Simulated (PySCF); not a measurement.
# `[GeH3][NH2+][C@@H]1[C@H](C#C)C1`, [C5H10GeN]+, charge +1

Geometry:
```tsv
atom	x (Å)	y (Å)	z (Å)
C1	-1.377	1.940	1.058
C2	-1.377	0.983	0.332
C3	-1.255	-0.186	-0.485
C4	-1.365	-1.546	0.158
C5	-0.024	-1.036	-0.264
N6	0.892	-0.555	0.776
Ge7	2.059	0.995	0.193
H8	-1.496	2.795	1.658
H9	-1.625	-0.066	-1.495
H10	-1.590	-1.590	1.213
H11	-1.814	-2.343	-0.414
H12	0.487	-1.478	-1.109
H13	0.304	-0.210	1.545
H14	1.450	-1.332	1.143
H15	3.252	0.272	-0.346
H16	2.267	1.695	1.493
H17	1.205	1.674	-0.815
```

Total charge +1.

Method used: TDDFT CAM-B3LYP/def2-SVPD circular dichroism and optical rotation, one conformer, gas phase (PySCF 2.14.0). Geometry: GFN2-xTB.

The molecule is flexible and this is one conformer; a measurement averages over conformers. The calculation is non-relativistic, which matters for the atoms heavier than Zn.

Stereocentres: C3 S, C5 S.

Q: Give the optical rotatory dispersion at 633, 589.3, 546, 436, 405, 365, 355 nm.

A: [α] in deg dm⁻¹ (g/mL)⁻¹:
```tsv
λ (nm)	origin-invariant length gauge	modified velocity gauge	length gauge (centre of mass)	isotropic polarisability (au)
633	-174.0	-171.8	-176.3	85.4
589.3	-203.9	-201.3	-206.6	85.7
546	-242.1	-239.1	-245.3	86.1
436	-411.0	-405.8	-416.2	87.7
405	-493.6	-487.4	-499.9	88.4
365	-646.6	-638.3	-654.5	89.7
355	-696.8	-687.8	-705.3	90.0
```

Q: And for the mirror image at 589.3 nm?

A: +203.9 deg dm⁻¹ (g/mL)⁻¹ (origin-invariant length gauge): the same size and the opposite sign.

Q: What is the molar rotation [Φ] = [α]·M/100 of the geometry above at 589.3 nm?

A: With M = 156.77 g/mol, -319.6 deg cm² dmol⁻¹ (origin-invariant length gauge).

The first excitation lies at 6.28 eV (197 nm) with R = -0.2 × 10⁻⁴⁰ esu² cm² (velocity form).
